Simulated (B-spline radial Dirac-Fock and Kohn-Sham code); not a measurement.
Model: relaxed Dirac-Fock hole states (ΔSCF) with Breit and QED corrections and a finite nucleus. Program: a radial B-spline solver. Free neutral atoms.

**Question.** Order these X-ray lines by photon energy, lowest first.
A. La Kβ2'
B. Tm Kβ2'
C. I Kα2
D. Tb Kβ2''
E. Dy Kβ2'
F. Xe Kβ3

**Answer.** C (28315.1 eV), F (33558.0 eV), A (38719.2 eV), D (51668.2 eV), E (53482.7 eV), B (59047.4 eV).

Values without a named source are computed, but for edge energies of neutral atoms, which are taken from tables.
